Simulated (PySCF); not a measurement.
Si(Br)2(OH)2 (Br₂H₂O₂Si), SMILES O[Si](Br)(O)Br. Atoms are numbered in the order given.

```xyz
7

O     -0.0781     1.3784     1.5868
Si     0.0000     0.0000     0.6886
O      0.0781    -1.3784     1.5868
Br    -1.8345     0.0058    -0.5580
Br     1.8345    -0.0058    -0.5580
H      0.7405     1.6624     2.0145
H     -0.7405    -1.6624     2.0145
```
Charge 0, spin multiplicity 1.

Coordinates come from a B3LYP-D3(BJ)/def2-SVP optimisation. The structure was generated by enumeration, and PubChem lists no compound with its InChIKey, so it may never have been made. Other conformers were not sampled.

The numbers are results of PBE/pcSseg-1 in PySCF, not measurements.

GIAO shieldings, no solvent; atoms alike by connectivity are averaged. δ = σ(ref) − σ: ¹⁷O against H2O (σ = 334.3 ppm); ²⁹Si against TMS (σ = 335.4 ppm); ¹H against TMS (σ = 31.49 ppm), references at their B3LYP-D3(BJ)/def2-TZVP geometries, non-relativistic (without spin–orbit terms, shifts of atoms bonded to Cl or Br come out too high).

```tsv
nucleus	atoms	count	δ (ppm)
¹⁷O	O1, O3	2	122.8
²⁹Si	Si2	1	-4.4
¹H	H6, H7	2	3.10
```
